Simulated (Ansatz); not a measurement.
C4H8Si (SMILES C=CC(=C)[SiH3]) moved off its minimum; all values from Ansatz (an electronic-structure program), cores frozen in correlated methods.
(charge 0, multiplicity 1)
```xyz
13

C      1.19869     0.77442    -1.70917
C      1.24989     0.74181    -0.32668
C      0.20234     0.06941     0.54964
C      0.44851     0.10261     1.93004
Si    -1.31822    -0.65237    -0.16341
H      0.29959     0.31159    -2.23492
H      1.90392     1.21594    -2.24074
H      2.09941     1.10948     0.16153
H      1.34145     0.49657     2.29249
H     -0.32190    -0.36994     2.53660
H     -2.17012     0.35575    -0.77979
H     -2.12601    -1.19806     1.02485
H     -1.02565    -1.71265    -1.10549
```

Forces at MP2/aug-cc-pV(T+d)Z (eV/Å):

```tsv
atom	Fx	Fy	Fz
C1	-4.591	-2.612	3.891
C2	-2.211	-1.644	-1.982
C3	2.701	1.682	1.429
C4	-2.524	-1.288	-3.379
Si5	-1.300	-0.487	1.348
H6	1.416	0.770	0.642
H7	3.109	1.876	-2.428
H8	1.166	0.718	0.724
H9	1.238	0.659	0.856
H10	0.495	0.233	0.395
H11	-0.115	0.306	-0.357
H12	0.510	0.179	-0.732
H13	0.107	-0.391	-0.406
```

Task: Give the forces (eV/Å), the total energy and the dipole at CCSD(T)/aug-cc-pV(T+d)Z.

Result: 
| atom | Fx | Fy | Fz |
|---|---|---|---|
| C1 | -4.507 | -2.566 | 3.799 |
| C2 | -2.084 | -1.554 | -1.998 |
| C3 | 2.602 | 1.614 | 1.512 |
| C4 | -2.507 | -1.277 | -3.326 |
| Si5 | -1.278 | -0.485 | 1.302 |
| H6 | 1.325 | 0.724 | 0.568 |
| H7 | 3.125 | 1.891 | -2.477 |
| H8 | 1.196 | 0.726 | 0.761 |
| H9 | 1.284 | 0.673 | 0.898 |
| H10 | 0.450 | 0.205 | 0.463 |
| H11 | -0.171 | 0.353 | -0.385 |
| H12 | 0.453 | 0.146 | -0.662 |
| H13 | 0.112 | -0.449 | -0.454 |
Energy -445.9451 hartree, dipole 0.82 D.

Doubts at one or more of the structures used: a restricted determinant that unrestricted orbitals would lower (CCSD(T)/aug-cc-pV(T+d)Z, MP2/aug-cc-pV(T+d)Z).
